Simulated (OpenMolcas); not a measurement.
# Ir: effect of the active space

```
Program             : OpenMolcas 26.06
Method              : MS-CASPT2, IPEA 0.25 Eh, imaginary shift 0.1 Eh
Basis               : ANO-RCC-VTZP
Scalar Hamiltonian  : DKH2, point nucleus
Spin-orbit coupling : RASSI with atomic mean-field integrals over the reference wave functions, term energies averaged over their components
```

A. 7 electrons in 5 orbitals (5d); 2S+1 = 4 even, 10 roots; 2S+1 = 2 even, 40 roots; closed shells correlated: 5s 5p 6s; CASPT2 step of the order of 25 core-seconds
B. 9 electrons in 6 orbitals (5d 6s); 2S+1 = 4 even, 20 roots; 2S+1 = 2 even, 64 roots; closed shells correlated: 5s 5p; CASPT2 step about 70 core-seconds

Energies in cm-1 above 5d7 6s2 4F 9/2, the measured ground level; measured values from NIST Handbook of Basic Atomic Spectroscopic Data.

| Level | A | B | Measured |
| --- | --- | --- | --- |
| 5d7 6s2 4F 9/2 | 0.0 | 0.0 | 0.0 |
| 5d7 6s2 4F 7/2 | 7290 | 6820 | 7107 |
| 5d7 6s2 4P 5/2 [72 %] | 13680 | 13790 | 12952 |
| 5d7 6s2 2G 9/2 [61 %] | 14990 | 14880 | 13940 |
| 5d7 6s2 2G 7/2 | 20220 | 19270 | 17779 |
| 5d7 6s2 2H 11/2 | 20320 | 20480 |  |

Deviations, from unrounded energies. A percentage is the sum of absolute deviations over the sum of measured energies, with the sign that they share, or ± where signs differ.

```json
{"Against measurement": "mean absolute deviation (cm-1)", "Levels": "4", "A": "1100", "B": "890"}
{"Against measurement": "fine structure of the ground term (%)", "Levels": "1", "A": "+2.6", "B": "-4.0"}
{"Against measurement": "other terms of the ground configuration (%)", "Levels": "3", "A": "+9.5", "B": "+7.3"}
```

B lies closest to measurement on these levels. The largest miss of B in the table is 5d7 6s2 2G 7/2, by +1500 cm-1. The ranking rests on the paired levels alone, and a cruder setting can come out closer through cancelling errors.

The spin-orbit steps hold different terms of 5d7 6s2 (B lacks a 2D), which shifts levels as well.

The two smallest mean deviations differ by little beside CASPT2's spread within terms, so their order carries little weight.

Between A and B the level of the table that moves most is 5d7 6s2 2G 7/2, by 960 cm-1 (lowest in B, highest in A). Moves below CASPT2's spread within the term are not significant.

CASPT2 does not keep the components of a term degenerate, so their means are used; among the terms shown or strongly mixed into the levels shown the widest spread is 970 cm-1 (5d7 6s2 4F, B). With the s shell closed, the reference lacks s² → p², s² → d² and s → d mixing, so excited terms can stand far too high and out of order, with CASPT2 too (holds for A). Configurations are named by rounded mean occupations; where the s occupation lies near a half they are strongly mixed, a name can repeat and a true partner stay unpaired (holds for B). Measured partners are found by configuration, term and J. A level has none where our copy of the source lacks it or the pairing is in doubt (some pairs that miss far off the trend of their configuration count as doubtful), and it then counts in no deviation. Only configurations of the active space appear. The table leaves out levels that lie high or whose names do not pair safely across all columns.

A share in square brackets marks a mixed level and gives the weight of the term that names it, the lowest over the columns.
